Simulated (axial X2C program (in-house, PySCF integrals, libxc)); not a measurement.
# Correcting the dissociation energy of SiBr⁺ for spin–orbit coupling

A spin-free CCSD(T) curve (one-electron X2C) was computed with an axial X2C code built on PySCF integrals, basis Br dyall-cv3z [8s9p6d4f1g], Si dyall-v3z [8s7p2d1f] (cores contracted in-house), for the state M_S = 0, Λ = 0 (closed shell). It gives D0 = 4.501 eV to Br + Si+, which in a spin-free picture are the weighted means of the ground terms.

Correlated methods: 10 electrons correlated (number of frozen shells: Br 3 s, 2 p, 1 d; Si 2 s, 1 p), 184 virtual spin orbitals or spinors in MP2, 90 natural virtuals in coupled cluster.

Measured levels of the ground terms (NIST Handbook of Basic Atomic Spectroscopic Data), in cm⁻¹: Br 2P: J = 3/2 at 0, J = 1/2 at 3685.2; Si+ 2P: J = 1/2 at 0, J = 3/2 at 287.2.

The molecular state has Λ = 0, so it has no first-order lowering.

(1) How far does each ground level lie under the (2J+1)-weighted mean of its term?

(2) Correct D0.

Second-order spin–orbit effects in the molecule, which grow quickly with Z, are left out. One determinant describes the state; a PBE0 search over occupations chose it and may have missed a lower one. De is counted from the lowest determinant-based energies of the atoms at the same level, without counterpoise correction. CCSD and (T) use frozen natural virtuals with an MP2 correction for the truncation; (T) itself is uncorrected, so its De runs slightly low.

Answers

(1) Br: (4 × 0 + 2 × 3685.2)/6 = 1228 cm⁻¹; Si+: (2 × 0 + 4 × 287.2)/6 = 191 cm⁻¹.

(2) D0 = 4.501 + (0 − 1419)/8065.5 = 4.325 eV at CCSD(T) with these spin–orbit terms. The direct two-component run gives 4.343 eV; the difference holds second-order terms in the molecule, scalar two-electron terms, the gap between measured and computed atomic splittings (a 2c atom can miss part of its lowering) and, in coupled cluster, the truncation of each run.
